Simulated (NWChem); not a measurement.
Species: SnCl₂, singlet; SMILES [Cl][Sn][Cl]

```xyz
3

Sn     0.0000     0.0000     0.6330
Cl    -1.8440     0.0000    -0.9200
Cl     1.8440     0.0000    -0.9200
```
Atoms are numbered in this order, from 1.

All runs: NWChem. Low-valent species are run as closed-shell singlets; no triplet was tried in these runs. All runs use the structure optimised with PBE-D3(BJ)/def2-SVP. def2 effective core potentials on Sn; no spin-orbit coupling. Static field.

| level | basis functions | isotropic polarisability (bohr³) | anisotropy (bohr³) | relative time |
|---|---|---|---|---|
| B3LYP/def2-SVP | 62 | 53.5 | 31.1 | 1 |
| B3LYP/def2-SVPD | 86 | 71.6 | 32.3 | 2 |
| B3LYP/def2-TZVP | 124 | 63.2 | 33.2 | 6 |
| B3LYP/def2-TZVPD | 148 | 72.5 | 32.4 | 9 |

Times are rough ratios from one shared machine.
